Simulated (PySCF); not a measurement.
Excitations are Tamm–Dancoff values on a coarser integration grid. The basis has no diffuse functions, so Rydberg states are missing or too high.

**C4H4, SMILES `C#CC=C` (charge 0, multiplicity 1)**

Calculation: PBE-D3(BJ)/def2-TZVP in PySCF.

```
Property                                                                      Value
-------------------------------------------  --------------------------------------
HOMO                                                                       -6.12 eV
dipole moment                                                                0.38 D
LUMO                                                                       -2.01 eV
HOMO–LUMO gap                                                               4.11 eV
S1 excitation (TDA)                                                         4.84 eV
S1 oscillator strength                                                        0.000
brightest of the four lowest singlets (TDA)                                 5.62 eV
T1 excitation (TDA)                                                         3.33 eV
S1–T1 gap (TDA)                                                             1.51 eV
total energy                                                           -154.5872 Ha
cost                                         about 70 core-seconds (a rough figure)
```

Bonds (Å): C1–C2 1.215, C1–H5 1.070, C2–C3 1.418, C3–C4 1.344, C3–H6 1.095, C4–H7 1.090, C4–H8 1.090. Angles (°): C2–C1–H5 179.4, C1–C2–C3 178.2, C2–C3–C4 124.6, C2–C3–H6 115.9, C4–C3–H6 119.5, C3–C4–H7 120.8, C3–C4–H8 121.4, H7–C4–H8 117.8.
Charge 0, spin multiplicity 1.
